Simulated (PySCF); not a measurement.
A structure optimised at PBE-D3(BJ)/def2-SVP, used in a PySCF frequency run:

```
Si
O 1 1.6733
H 2 0.9732 1 116.03
H 1 1.4925 2 106.78 3 -177.77
H 1 1.5030 4 112.54 2 -125.16
C 1 1.9407 4 107.97 5 -115.71
F 6 1.3563 1 113.00 4 -56.48
F 6 1.3608 7 107.44 1 -122.60
F 6 1.3658 7 107.10 8 -114.92
```

Question: Write its SMILES and formula.

Answer: O[SiH2]C(F)(F)F, CH3F3OSi

Question: What are its rotational constants (standard atomic weights)?

Answer: 4.3744, 1.9388, 1.8194 GHz
